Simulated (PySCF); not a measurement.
CCl₃, SMILES Cl[C](Cl)Cl, multiplicity 2. Atoms are numbered in the order given.

```xyz
4

Cl    -1.4716    -0.8496    -0.0324
C      0.0000     0.0000     0.2758
Cl     1.4716    -0.8496    -0.0324
Cl     0.0000     1.6993    -0.0324
```
Charge 0, spin multiplicity 2.

Coordinates come from a B3LYP-D3(BJ)/def2-SVP optimisation. The isomer is the one that the SMILES or the coordinates give; other isomers of the formula were not compared.

Level of theory: PySCF with PBE/pcH-1.

Unrestricted Kohn–Sham, ⟨S²⟩ = 0.752. Hyperfine tensors hold the contact and dipolar terms, without spin-orbit corrections.

Computed hyperfine couplings:
```csv
nucleus,A(iso) (MHz),A(iso) (G),dipolar principal values (MHz)
35Cl no. 1,14.4,5.1,"-26.5, -19.8, 46.3"
13C no. 2,363.6,129.8,"-67.5, -67.5, 135.0"
35Cl no. 3,14.4,5.1,"-26.5, -19.8, 46.3"
35Cl no. 4,14.4,5.1,"-26.5, -19.8, 46.3"
```

**Question.** And the g tensor (effective nuclear charges for spin-orbit coupling, GIAO)? (The exact figures need the calculation; the answer reports its results.)

**Answer.** principal values 2.0005, 2.0159, 2.0159; isotropic 2.0107.
